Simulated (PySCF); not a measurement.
C3H3BrO.
InChI=1S/C3H3BrO/c4-2-1-3-5/h1H,2H2

Computed, not measured: EOM-IP-CCSD/aug-cc-pVDZ in PySCF, restricted Hartree–Fock reference, frozen core, non-relativistic, gas phase, PBE0-D3(BJ)/def2-SVP geometry.

Hartree–Fock orbital energies give these Koopmans values (eV): HOMO 9.84, HOMO-1 11.02, HOMO-2 11.17, HOMO-3 14.39, HOMO-4 15.53, HOMO-5 16.51, HOMO-6 17.83, HOMO-7 18.10.

Task: What vertical ionisation energies does EOM-IP-CCSD give?

Result: 
```tsv
leading hole (HF orbital)	Koopmans (eV)	EOM-IP-CCSD (eV)	change (eV)	one-hole share
HOMO	9.84	9.26	-0.58	0.96
HOMO-1	11.02	10.32	-0.70	0.96
HOMO-2	11.17	10.46	-0.71	0.96
HOMO-3	14.39	13.62	-0.77	0.94
HOMO-4	15.53	14.25	-1.28	0.95
HOMO-5	16.51	15.04	-1.47	0.94
HOMO-7	18.10	15.76	-2.34	0.89
HOMO-6	17.83	16.30	-1.53	0.93
```

Task: Does the order of the lines follow the orbital energies?

Result: No: the HOMO-7 hole (15.76 eV) falls below the HOMO-6 hole (16.30 eV). The corrections run from -2.34 to -0.58 eV, with a mean of -1.17 eV over the 8 lines; no line lies above its Koopmans value. Koopmans values leave out both the relaxation of the orbitals and the change in correlation energy.

Task: At what kinetic energies would He I light (21.22 eV) eject these electrons?

Result: 11.96 eV (HOMO), 10.90 eV (HOMO-1), 10.76 eV (HOMO-2), 7.60 eV (HOMO-3), 6.97 eV (HOMO-4), 6.18 eV (HOMO-5), 5.46 eV (HOMO-7), 4.92 eV (HOMO-6).

Lines less than 0.15 eV apart could change places at a higher level. One root was sought for each valence orbital with −ε under 21 eV, eight at most, so deeper holes and satellites are missing; no vibrational structure.

The values belong to the conformer `[O:1]=[C:2]=[CH:3][CH2:4][Br:5]`: C2–C3–C4–Br5 -100°.
